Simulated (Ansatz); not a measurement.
The cluster Sn₂Bi, relaxed as a doublet with UKS r2SCAN-D4/def2-SVP in Ansatz, starting from the GFN1-xTB geometry. Force threshold 0.02 eV/Å.

In the def2 sets Bi, Sn take a core potential; there is no spin–orbit coupling. The structure comes from a short search, and lower isomers may exist.

Start:

```xyz
3

Bi   -1.4634    1.2041   -1.2481
Sn    0.8736    0.3249   -0.3088
Sn    0.5898   -1.5290    1.5569
```

Task: Estimate the energy that the relaxation releases and the steps that it takes.

Result: 118.2 kJ/mol, in 11 steps; 1.7 min on 2 threads of Arm Neoverse V2 on a shared host. No frequencies were taken in this run, so the end may be a saddle point.

Task: Does the start keep its bonding and symmetry?

Result: Bonds formed: Bi1–Sn3 (atoms count from 1). The end is the same structure that another start reached, the lowest one found. Point group Cs at the start, C2v at the end, both within 0.05 Å.

Task: Predict the relaxed structure.

Result: 
```tsv
atom	x (Å)	y (Å)	z (Å)
Bi1	-1.3528	0.5792	-0.6147
Sn2	1.4724	0.6168	-0.5903
Sn3	-0.1196	-1.1960	1.2050
```
Bond lengths (bridged metal pairs left out): 2 × Bi–Sn 2.83 Å; 1 × Sn–Sn 3.01 Å.
